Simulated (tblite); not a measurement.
Compound: C6H9O2P.
Cartesian coordinates in Å at the GFN2-xTB level; atoms count from 1:
```
atom  x, y, z in Å
C1     2.760   -0.420    1.089
C2     1.918   -0.317    0.239
P3     0.751   -0.182   -1.096
O4     1.326   -0.346   -2.433
C5    -0.085    1.419   -0.780
C6    -0.849    1.369    0.542
O7    -1.805    0.338    0.586
C8    -1.247   -0.952    0.654
C9    -0.565   -1.376   -0.646
H10    3.485   -0.508    1.846
H11    0.650    2.227   -0.779
H12   -0.771    1.579   -1.618
H13   -1.415    2.295    0.685
H14   -0.136    1.257    1.373
H15   -2.086   -1.619    0.875
H16   -0.523   -1.005    1.482
H17   -1.278   -1.376   -1.475
H18   -0.140   -2.378   -0.557
```

Computed values, GFN2-xTB/tblite, gas phase, harmonic and unscaled. The method is semi-empirical: single wavenumbers can be off by several per cent or more. One conformer, not necessarily the lowest.

Harmonic wavenumbers (cm⁻¹): 81.0, 97.7, 144.8, 176.2, 240.3, 264.1, 326.5, 356.1, 385.9, 411.1, 416.1, 543.0, 604.9, 668.9, 671.6, 701.0, 730.2, 803.2, 842.0, 904.6, 943.0, 966.8, 1001.5, 1042.1, 1091.8, 1126.5, 1127.9, 1179.6, 1218.5, 1259.7, 1277.2, 1297.4, 1332.1, 1342.5, 1410.8, 1415.7, 1456.7, 1463.2, 2208.9, 2859.2, 2859.6, 2951.0, 2955.3, 2959.6, 2960.1, 2967.3, 2969.8, 3362.8.

A = 1922, B = 1241, C = 1113 MHz; mass 144.034 u (most abundant isotopes); point group Cs, symmetry number 1.

Problem. Zero-point energy?

Solution. Half the sum of the wavenumbers: 30188 cm⁻¹ = 86.31 kcal/mol.

Problem. Give the ideal-gas entropy at 273.15 K and 1 bar in the rigid-rotor, harmonic-oscillator model (classical rotation).

Solution. Translation 40.40, rotation 28.92, vibration 22.30: S = 91.6 cal/(mol K).

Problem. And Cp and H(273.15 K) − H(0)?

Solution. Cp = 35.29 cal/(mol K), of which vibrations give 27.34 (their classical limit is 48 R = 95.4); H(273.15 K) − H(0) = 5.69 kcal/mol without the zero-point energy, 3.51 from vibrations.

Problem. What must be added to the electronic energy to get the Gibbs energy at 273.15 K and 1 bar?

Solution. ZPE + [H(273.15 K) − H(0)] − T·S = 86.31 + 5.69 − 25.03 = 66.97 kcal/mol.

Problem. Blend soft modes into free rotors: weight 1/[1 + (100 cm⁻¹/ν̃)⁴] for the oscillator and the rest for a rotor with moment μB/(μ + B), μ = h/(8π²ν), B = 10⁻⁴⁴ kg m². What vibrational entropy results?

Solution. 21.51 cal/(mol K) in place of 22.30, which changes −T·S at 273.15 K by +0.21 kcal/mol.

Problem. How do the functions run with temperature in this model?

Solution. 
```json
{"T (K)": "150", "S (cal/(mol K))": "74.7", "Cp (cal/(mol K))": "22.3", "H − H(0) (kcal/mol)": "2.14", "G − H(0) (kcal/mol)": "-9.07", "ln q(vib)": "1.95"}
{"T (K)": "250", "S (cal/(mol K))": "88.6", "Cp (cal/(mol K))": "32.8", "H − H(0) (kcal/mol)": "4.90", "G − H(0) (kcal/mol)": "-17.25", "ln q(vib)": "4.20"}
{"T (K)": "298.15", "S (cal/(mol K))": "94.8", "Cp (cal/(mol K))": "37.9", "H − H(0) (kcal/mol)": "6.60", "G − H(0) (kcal/mol)": "-21.67", "ln q(vib)": "5.34"}
{"T (K)": "400", "S (cal/(mol K))": "107.4", "Cp (cal/(mol K))": "47.8", "H − H(0) (kcal/mol)": "10.98", "G − H(0) (kcal/mol)": "-31.97", "ln q(vib)": "7.82"}
{"T (K)": "600", "S (cal/(mol K))": "129.7", "Cp (cal/(mol K))": "62.4", "H − H(0) (kcal/mol)": "22.10", "G − H(0) (kcal/mol)": "-55.74", "ln q(vib)": "12.72"}
{"T (K)": "900", "S (cal/(mol K))": "157.9", "Cp (cal/(mol K))": "76.0", "H − H(0) (kcal/mol)": "43.05", "G − H(0) (kcal/mol)": "-99.02", "ln q(vib)": "19.71"}
```

q(vib) and H(0) count from the zero-point level.

Problem. Which modes carry the vibrational entropy at 273.15 K?

Solution. 81.0 cm⁻¹: 3.69; 97.7 cm⁻¹: 3.33; 144.8 cm⁻¹: 2.57; 176.2 cm⁻¹: 2.21; 240.3 cm⁻¹: 1.65; 264.1 cm⁻¹: 1.48 cal/(mol K); the other 42 give 7.37 together.

Hindered rotation and anharmonicity are outside this model. Other conformers, if any are populated, would add a mixing term that is left out.
